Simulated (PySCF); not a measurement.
Computed IR spectrum (relative IR intensity) of a molecule C3H3BrF2. Coordinates come from a PBE0-D3(BJ)/def2-SVP optimisation. Other conformers were not sampled. These are PBE0-D3(BJ)/def2-SVP (PySCF 2.14.0) values and carry that method's errors. Frequencies are harmonic and unscaled.

Lines under 2 % of the strongest are left out, and lines within 2 cm⁻¹ are merged.

| ν (cm⁻¹) | relative intensity |
|---|---|
| 178 | 6.4 |
| 187 | 2.6 |
| 215 | 11 |
| 318 | 3.3 |
| 329 | 2.3 |
| 666 | 43 |
| 773 | 22 |
| 855 | 100 |
| 1048 | 2.1 |
| 1105 | 3.2 |
| 1152 | 88 |
| 1192 | 75 |
| 1200 | 60 |
| 1269 | 34 |
| 1377 | 61 |
| 1512 | 82 |
| 3191 | 9.8 |
| 3212 | 13 |

Q: Which molecule gave these data?
(A) F[C@H]1C[C@]1(F)Br
(B) F[C@@H]1[C@H](F)[C@H]1Br
(C) FC(F)/C=C\Br
(D) FC1(F)C[C@@H]1Br

A: B, F[C@@H]1[C@H](F)[C@H]1Br
